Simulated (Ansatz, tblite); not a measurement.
Removing and adding an electron: the cluster YSi₆ (the lowest doublet isomer of a short search). Total charge 0; doublet. Geometry: PBE-D4/def2-SVP. Ansatz, gas phase; energy differences of separate SCF runs; the oxidised species is a triplet (the singlet lies 0.24 eV higher at PBE0-D4/def2-TZVP); the reduced species is a singlet (the triplet lies 0.32 eV higher at PBE0-D4/def2-TZVPD).

Cartesian coordinates in Å:
```
Y -0.806 1.998 -0.609
Si -0.178 -1.297 0.521
Si 1.178 0.789 0.851
Si -1.323 0.464 1.619
Si 2.164 -1.334 0.116
Si 0.763 -0.084 -1.465
Si -1.798 -0.536 -1.033
```

In the def2 sets Y takes a core potential; there is no spin–orbit coupling. The xTB rows come from tblite. Another isomer (doublet) lies 0.07 eV lower at r2SCAN-D4/def2-TZVP.

Problem. Estimate orbital energies and vertical ionisation energies and electron affinities at: GFN1-xTB; GFN2-xTB; PBE-D4/def2-TZVP; PBE-D4/def2-TZVPD; r2SCAN-D4/def2-TZVP; r2SCAN-D4/def2-TZVPD; PBE0-D4/def2-TZVP; PBE0-D4/def2-TZVPD.

Solution. 
```json
{"level": "GFN1-xTB", "−HOMO (eV)": "–", "vertical IE (eV)": "10.52", "−LUMO (eV)": "–", "vertical EA (eV)": "7.00", "HOMO–LUMO gap (eV)": "–", "IE − EA (eV)": "3.52", "remarks": "–"}
{"level": "GFN2-xTB", "−HOMO (eV)": "–", "vertical IE (eV)": "8.15", "−LUMO (eV)": "–", "vertical EA (eV)": "3.43", "HOMO–LUMO gap (eV)": "–", "IE − EA (eV)": "4.72", "remarks": "–"}
{"level": "PBE-D4/def2-TZVP", "−HOMO (eV)": "4.32", "vertical IE (eV)": "6.36", "−LUMO (eV)": "3.92", "vertical EA (eV)": "–", "HOMO–LUMO gap (eV)": "0.40", "IE − EA (eV)": "–", "remarks": "–"}
{"level": "PBE-D4/def2-TZVPD", "−HOMO (eV)": "4.33", "vertical IE (eV)": "–", "−LUMO (eV)": "3.93", "vertical EA (eV)": "2.02", "HOMO–LUMO gap (eV)": "0.40", "IE − EA (eV)": "–", "remarks": "restricted singlet, untested (-1 singlet)"}
{"level": "r2SCAN-D4/def2-TZVP", "−HOMO (eV)": "4.39", "vertical IE (eV)": "6.32", "−LUMO (eV)": "3.82", "vertical EA (eV)": "–", "HOMO–LUMO gap (eV)": "0.58", "IE − EA (eV)": "–", "remarks": "–"}
{"level": "r2SCAN-D4/def2-TZVPD", "−HOMO (eV)": "4.39", "vertical IE (eV)": "–", "−LUMO (eV)": "3.81", "vertical EA (eV)": "1.99", "HOMO–LUMO gap (eV)": "0.58", "IE − EA (eV)": "–", "remarks": "restricted singlet, untested (-1 singlet)"}
{"level": "PBE0-D4/def2-TZVP", "−HOMO (eV)": "4.95", "vertical IE (eV)": "6.33", "−LUMO (eV)": "3.25", "vertical EA (eV)": "–", "HOMO–LUMO gap (eV)": "1.70", "IE − EA (eV)": "–", "remarks": "–"}
{"level": "PBE0-D4/def2-TZVPD", "−HOMO (eV)": "4.95", "vertical IE (eV)": "–", "−LUMO (eV)": "3.25", "vertical EA (eV)": "1.99", "HOMO–LUMO gap (eV)": "1.70", "IE − EA (eV)": "–", "remarks": "restricted singlet, untested (-1 singlet)"}
```

   HOMO and LUMO are the levels of the spin that leaves or enters (xTB has no such levels and no spin-polarisation term). Other spin states of the ions may lie lower, which would lower the ionisation energy or raise the affinity. Raw xTB energy differences between charge states are shifted by several eV; the methods need an empirical correction for them.
